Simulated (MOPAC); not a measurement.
Input for MOPAC: AM1 on CH6O2Si (a complex), monomers drawn apart or pushed together.

```
AM1 1SCF PRECISE CHARGE=0 THREADS=1
CH6O2Si

Si     0.10655027 1    -0.31917526 1     0.64220098 1
H     -0.27518128 1    -0.53061173 1    -0.77427612 1
H      0.68623971 1    -1.55908719 1     1.19231386 1
H     -1.14324738 1     0.00998596 1     1.38020952 1
H      1.04486590 1     0.81481815 1     0.74117111 1
O      0.89258600 1     0.29208037 1     4.47712256 1
C      0.01941637 1     0.57660925 1     5.24893587 1
O     -1.27455870 1     0.71790242 1     4.93635537 1
H      0.16772731 1     0.75985405 1     6.32062810 1
H     -1.37369586 1     0.54932944 1     3.98085160 1
```

It printed:

```
*******************************************************************************
 **                                                                           **
 **                              MOPAC v23.2.5                                **
 **                                                                           **
 *******************************************************************************
 ** MOPAC's Digital Object Identifier: https://doi.org/10.5281/zenodo.6511958 **
 **                                                                           **
 ** Please cite the open-source release paper for use of this MOPAC version:  **
 ** J. E. Moussa and J. J. P. Stewart (2026)                                  **
 ** MOPAC: An open-source semiempirical molecular orbital program             **
 ** J. Open Source Softw., 11(119), 8025, https://doi.org/10.21105/joss.08025 **
 *******************************************************************************

                              AM1 CALCULATION RESULTS

 *******************************************************************************
 *  AM1        - The AM1 Hamiltonian to be used
 *
 *
 *
 *                 CHARGE ON SYSTEM = 0
 *
 *
 *
 *  PRECISE    - TIGHTER CRITERIA TO BE USED
 *  1SCF       - DO 1 SCF AND THEN STOP
 *  THREADS=1  - MULTI-THREADING NOT USED
 *  T=         - A TIME OF 172800.0 SECONDS REQUESTED
 *  DUMP=N     - RESTART FILE WRITTEN EVERY 7200.0 SECONDS REQUESTED
 *******************************************************************************
AM1 1SCF PRECISE CHARGE=0 THREADS=1
 CH6O2Si

   ATOM   CHEMICAL          X               Y               Z
  NUMBER   SYMBOL      (ANGSTROMS)     (ANGSTROMS)     (ANGSTROMS)

     1      Si          0.10655027  *  -0.31917526  *   0.64220098  *
     2       H         -0.27518128  *  -0.53061173  *  -0.77427612  *
     3       H          0.68623971  *  -1.55908719  *   1.19231386  *
     4       H         -1.14324738  *   0.00998596  *   1.38020952  *
     5       H          1.04486590  *   0.81481815  *   0.74117111  *
     6       O          0.89258600  *   0.29208037  *   4.47712256  *
     7       C          0.01941637  *   0.57660925  *   5.24893587  *
     8       O         -1.27455870  *   0.71790242  *   4.93635537  *
     9       H          0.16772731  *   0.75985405  *   6.32062810  *
    10       H         -1.37369586  *   0.54932944  *   3.98085160  *



          CARTESIAN COORDINATES

    NO.       ATOM           X           Y           Z

     1        Si          0.1066     -0.3192      0.6422
     2         H         -0.2752     -0.5306     -0.7743
     3         H          0.6862     -1.5591      1.1923
     4         H         -1.1432      0.0100      1.3802
     5         H          1.0449      0.8148      0.7412
     6         O          0.8926      0.2921      4.4771
     7         C          0.0194      0.5766      5.2489
     8         O         -1.2746      0.7179      4.9364
     9         H          0.1677      0.7599      6.3206
    10         H         -1.3737      0.5493      3.9809

  H: (AM1): M.J.S. DEWAR ET AL, J. AM. CHEM. SOC. 107 3902-3909 (1985)
  C: (AM1): M.J.S. DEWAR ET AL, J. AM. CHEM. SOC. 107 3902-3909 (1985)
  O: (AM1): M.J.S. DEWAR ET AL, J. AM. CHEM. SOC. 107 3902-3909 (1985)
 Si: (AM1): M.J.S.DEWAR, C. JIE, ORGANOMETALLICS, 6, 1486-1490 (1987).

           Empirical Formula: C H6 O2 Si  =    10 atoms



      MOLECULAR POINT GROUP   :   Cs


      RHF CALCULATION, NO. OF DOUBLY OCCUPIED LEVELS = 13


 -------------------------------------------------------------------------------
 AM1 1SCF PRECISE CHARGE=0 THREADS=1
 CH6O2Si



     1SCF WAS SPECIFIED, SO BFGS WAS NOT USED
     SCF FIELD WAS ACHIEVED


                              AM1 CALCULATION
                                                       MOPAC v23.2.5 Linux




          FINAL HEAT OF FORMATION =        -89.76940 KCAL/MOL =    -375.59516 KJ/MOL


          COSMO AREA              =        139.30 SQUARE ANGSTROMS
          COSMO VOLUME            =        122.25 CUBIC ANGSTROMS

          IONIZATION POTENTIAL    =         11.743852 EV
          HOMO LUMO ENERGIES (EV) =        -11.744  1.124
          NO. OF FILLED LEVELS    =         13
          MOLECULAR WEIGHT        =         78.1427         POINT GROUP:  Cs

          MOLECULAR DIMENSIONS (Angstroms)

            Atom       Atom       Distance
            H     9    H     2     7.22490
            H    10    H     3     2.74454
            H     5    H     3     2.18475


          SCF CALCULATIONS        =          1





   ATOM   CHEMICAL          X               Y               Z
  NUMBER   SYMBOL      (ANGSTROMS)     (ANGSTROMS)     (ANGSTROMS)

     1      Si          0.10655027  *  -0.31917526  *   0.64220098  *
     2       H         -0.27518128  *  -0.53061173  *  -0.77427612  *
     3       H          0.68623971  *  -1.55908719  *   1.19231386  *
     4       H         -1.14324738  *   0.00998596  *   1.38020952  *
     5       H          1.04486590  *   0.81481815  *   0.74117111  *
     6       O          0.89258600  *   0.29208037  *   4.47712256  *
     7       C          0.01941637  *   0.57660925  *   5.24893587  *
     8       O         -1.27455870  *   0.71790242  *   4.93635537  *
     9       H          0.16772731  *   0.75985405  *   6.32062810  *
    10       H         -1.37369586  *   0.54932944  *   3.98085160  *

                             CARTESIAN COORDINATES

   1   Si        0.106550270    -0.319175260     0.642200980
   2    H       -0.275181280    -0.530611730    -0.774276120
   3    H        0.686239710    -1.559087190     1.192313860
   4    H       -1.143247380     0.009985960     1.380209520
   5    H        1.044865900     0.814818150     0.741171110
   6    O        0.892586000     0.292080370     4.477122560
   7    C        0.019416370     0.576609250     5.248935870
   8    O       -1.274558700     0.717902420     4.936355370
   9    H        0.167727310     0.759854050     6.320628100
  10    H       -1.373695860     0.549329440     3.980851600


           Empirical Formula: C H6 O2 Si  =    10 atoms



      MOLECULAR POINT GROUP   :   Cs


                  EIGENVALUES
 -41.13030 -37.51056 -24.86351 -19.09465 -18.39744 -16.59636 -16.01145 -14.77473
 -12.78542 -12.29909 -12.27094 -12.23347 -11.74385   1.12361   1.50687   1.67485
   1.72451   2.13192   2.43878   4.01728   4.76214   6.55771


              NET ATOMIC CHARGES AND DIPOLE CONTRIBUTIONS

  ATOM NO.   TYPE          CHARGE      No. of ELECS.   s-Pop       p-Pop
    1         Si           0.617701        3.3823     0.87010     2.51220
    2          H          -0.156164        1.1562     1.15616
    3          H          -0.145859        1.1459     1.14586
    4          H          -0.169464        1.1695     1.16946
    5          H          -0.145930        1.1459     1.14593
    6          O          -0.345000        6.3450     1.90594     4.43906
    7          C           0.266893        3.7331     1.24669     2.48642
    8          O          -0.303959        6.3040     1.86337     4.44059
    9          H           0.147348        0.8527     0.85265
   10          H           0.234433        0.7656     0.76557
 DIPOLE           X         Y         Z       TOTAL
 POINT-CHG.    -0.782     0.327     1.067     1.362
 HYBRID        -0.145    -0.050    -0.374     0.405
 SUM           -0.927     0.278     0.692     1.190


          ATOMIC ORBITAL ELECTRON POPULATIONS

     Atom    s        px        py        pz
    1 Si   0.87010   0.83131   0.84676   0.83412
    2  H   1.15616
    3  H   1.14586
    4  H   1.16946
    5  H   1.14593
    6  O   1.90594   1.45510   1.40855   1.57541
    7  C   1.24669   0.80535   0.73359   0.94748
    8  O   1.86337   1.29540   1.82686   1.31832
    9  H   0.85265
   10  H   0.76557

 **********************
 *                    *
 * JOB ENDED NORMALLY *
 *                    *
 **********************




 == MOPAC DONE ==
```

The run finished.

Cost: roughly 0.020 core-seconds.
